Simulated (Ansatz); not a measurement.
An input meant for the cluster H₅Au₃ (charge 0, singlet).

```yaml
crystal:
  periodic: [false, false, false]
  atoms:
    - {symbol: Au, position_ang: [0.160818, -1.694354, -0.188877]}
    - {symbol: Au, position_ang: [-0.650113, 0.718540, 0.680965]}
    - {symbol: Au, position_ang: [1.399553, 0.322435, -1.423252]}
    - {symbol: H, position_ang: [2.245849, -0.647977, -2.355529]}
    - {symbol: H, position_ang: [-1.738791, 0.276235, 1.738454]}
    - {symbol: H, position_ang: [-1.158279, 2.085238, 1.219222]}
    - {symbol: H, position_ang: [-0.761690, -2.537436, 0.749159]}
    - {symbol: H, position_ang: [0.502654, 1.477319, -0.420142]}
basis:
  gaussian: {orbitals: def2-SVPD}
magnetization: {spin_polarized: true, initial_magnetization: 1}
hamiltonian: {xc: {name: r2SCAN50}, pseudopotentials: {relativity: scalar}}
scf: {omitted_lower_state_checks: [starts]}
output: {forces: true}
```

```sh
$ ansatz run in.yaml --threads 4 --pin off --events-out ev --progress --plain --max-ram 3916MiB
```

It prints (some lines left out):

```
Error: a molecule whose nuclei and cores have a total charge of 62 cannot have a net charge of 0 together with 1 unpaired electrons
```

In this input the number of unpaired electrons doesn't fit the electron count. The program refused the input.
